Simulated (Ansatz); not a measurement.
Born–Oppenheimer molecular dynamics of ClFH₄N₂Ti (9 atoms, charge 0, multiplicity 1). It starts from a relaxed structure.

The calculation used RKS PBE/def2-SVP (Ansatz).

```
ensemble                      : NVE (velocity Verlet)
time step                     : 0.5 fs
steps asked                   : 166
starting velocities drawn for : 300 K
seed                          : 817542
```

First frame:

```xyz
9
Properties=species:S:1:pos:R:3
Ti 0.016 0.031 0.002
F 0.160 0.033 1.757
N 1.734 0.009 -0.740
H 2.434 -0.694 -0.472
H 2.124 0.647 -1.440
N -0.795 1.595 -0.609
H -1.274 1.670 -1.514
H -0.973 2.434 -0.043
Cl -1.125 -1.750 -0.722
```

(1) How far do the bonds stretch over the last three quarters of this one trajectory? (Pairs bonded in most of those frames.)

Answers

(1) 
```json
{"bond": "Ti1–F2", "mean (Å)": "1.766", "spread (Å)": "0.017", "shortest": "1.75", "longest": "1.79"}
{"bond": "Ti1–N3", "mean (Å)": "1.876", "spread (Å)": "0.040", "shortest": "1.81", "longest": "1.93"}
{"bond": "Ti1–N6", "mean (Å)": "1.871", "spread (Å)": "0.010", "shortest": "1.85", "longest": "1.88"}
{"bond": "Ti1–Cl9", "mean (Å)": "2.229", "spread (Å)": "0.013", "shortest": "2.21", "longest": "2.25"}
{"bond": "N3–H4", "mean (Å)": "1.028", "spread (Å)": "0.009", "shortest": "1.01", "longest": "1.04"}
{"bond": "N3–H5", "mean (Å)": "1.025", "spread (Å)": "0.005", "shortest": "1.02", "longest": "1.04"}
{"bond": "N6–H7", "mean (Å)": "1.028", "spread (Å)": "0.016", "shortest": "1.00", "longest": "1.05"}
{"bond": "N6–H8", "mean (Å)": "1.027", "spread (Å)": "0.015", "shortest": "1.00", "longest": "1.05"}
```

Mean temperature of the second half: 123 K. The conserved energy stayed within 0.082 meV per atom of its start (net change 0.045 meV per atom), so the integration is sound. A run of 0.083 ps of so small a system gives no equilibrium averages.

The run took 3.7 min on 4 threads of Arm Neoverse V2, on a shared host, peak memory 0.17 GiB.
